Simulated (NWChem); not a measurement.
System: CH₆O₂Si₂; SMILES O=C[SiH2][SiH2]O

The following NWChem deck was run.

```
start job
memory heap 200 mb stack 900 mb global 1100 mb
geometry units angstroms noautosym nocenter noautoz
  O      1.115217     2.145694    -0.032589
  C     -0.092137     2.154495    -0.000869
  Si    -1.081276     0.487602    -0.000581
  Si     0.596186    -1.147999    -0.005903
  O     -0.188814    -2.626459     0.010373
  H     -0.641260     3.137101     0.027808
  H     -1.963941     0.451980     1.208055
  H     -1.960675     0.456764    -1.211894
  H      1.450608    -0.992339    -1.224885
  H      1.470903    -0.976022     1.196535
  H      0.370671    -3.409013     0.008741
end
basis spherical
  * library 6-31g*
end
dft
  xc m06-2x
  iterations 150
end
cosmo
  do_cosmo_smd true
  solvent ether
end
task dft energy
```

The geometry was optimised at PBE0/def2-SVP. Solvent: diethyl ether.

Level: M06-2X/6-31G* with SMD (1 M gas to 1 M solution), gas-phase geometry. Reactions with the solvent are ignored.

Question: Predict the main results of this run. (M06-2X/6-31G* (spherical d), SMD on the gas-phase geometry.) Quantities: solvation free energy (kcal/mol); cavity-dispersion-structure term (kcal/mol); dipole in solution (D).

Answer: The solvation free energy (kcal/mol) comes out as -4.8 and the cavity-dispersion-structure term (kcal/mol) is -1.4. The dipole in solution (D) is 1.30.
